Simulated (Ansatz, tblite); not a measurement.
Cost and result up the ladder for Cu(NH3)H (CuNH4) (6 atoms). Total charge 0; singlet. Geometry: r2SCAN-D4/def2-TZVP.

```xyz
6

Cu   -0.8837    0.3027    0.8297
N     0.5067   -0.1736   -0.4756
H     1.4301    0.1028   -0.1511
H     0.3473    0.2835   -1.3701
H     0.5291   -1.1764   -0.6441
H    -1.9295    0.6609    1.8112
```

Ansatz on 4 threads of Intel Xeon Platinum 8259CL on a shared host; xTB runs through tblite on one thread. Times are rough, summed over both states, and most runs start from the orbitals of an earlier one. PBE0-D4/def2-TZVP serves as the yardstick here, not as an exact answer. The other state is a triplet.

The xTB rows come from tblite.

xTB has no spin-polarisation term.

```tsv
level	functions	wall time	vertical triplet (eV)	difference from PBE0-D4/def2-TZVP (eV)
GFN2-xTB	17	0.01 s	6.41	2.27
GFN1-xTB	21	0.073 s	6.16	2.02
PBE-D4/def2-TZVP	100	1.6 s	4.26	0.12
PBE0-D4/def2-TZVP	100	2.3 s	4.14	0.00
r2SCAN-D4/def2-TZVP	100	3 s	4.19	0.05
```
